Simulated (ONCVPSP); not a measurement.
**Configuration tests for Sc (ONCV)**

scandium, optimised norm-conserving Vanderbilt (ONCV), made with ONCVPSP 4.0.1 (LDA (Perdew-Zunger), scalar-relativistic). Core [Ne], reference 3s2 3p6 3d1 4s2. Waves: 3s+4s: rc 1.60 bohr, ncon 4, nbas 7, qcut 6.5 1/bohr, 2 projectors; 3p: rc 1.10 bohr, ncon 4, nbas 9, qcut 8.8 1/bohr, 1 projector; 3d: rc 2.40 bohr, ncon 5, nbas 10, qcut 6.4 1/bohr, 3 projectors, debl 3 Ha; f scattering state at 0.09 Ha: rc 1.90 bohr, ncon 4, nbas 8, qcut 6.2 1/bohr, 3 projectors, debl 0.8 Ha. Local part: polynomial inside 0.95 bohr (lpopt 5, dvloc0 6 Ha). Core correction: Teter function, fcfact 1.75, rcfact 1.6.

Energies are relative to the spin-unpolarised reference configuration 3s2 3p6 3d1 4s2; without spin polarisation the order of configurations can differ from experiment.

```tsv
valence configuration	charge	ΔE all-electron (eV)	error AE − PS (meV)
3s2 3p6 3d1 4s1	+1	7.067	-0.3
3s2 3p6 3d0 4s0	+3	45.118	+192
3s2 3p6 3d1 4s0 4p2	0	5.827	+15
```

Task: What are ΔE and the potential's error for 3s2 3p6 3d1 4s0?

Result: ΔE = 20.028 eV all-electron; the error (AE − PS) is -2.0 meV.

Levels in the configuration 3s2 3p6 3d1 4s0 4p2:

```
level  all-electron (eV)  pseudo (eV)
   3s            -57.189      -57.204
   3p            -36.024      -36.027
   3d             -5.610       -5.604
   4p             -2.562       -2.564
```
